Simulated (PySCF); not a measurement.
C2H2Cl, SMILES [CH]=CCl, multiplicity 2. The structure is a stationary point at PBE-D3(BJ)/def2-TZVP. The isomer is the one that the SMILES or the coordinates give; other isomers of the formula were not compared.

Computed equilibrium geometry at PBE-D3(BJ)/def2-TZVP (PySCF confirms it by a frequency run) as bond lengths and angles, and its point group:
point group Cs.
Atoms: C1 C2 Cl3 H4 H5. Bond lengths (Å): C1–C2 1.302, C1–H4 1.083, C2–Cl3 1.771, C2–H5 1.091. Angles (°): C2–C1–H4 143.3, C1–C2–Cl3 122.8, C1–C2–H5 125.2, Cl3–C2–H5 112.0.
Charge 0, spin multiplicity 2.
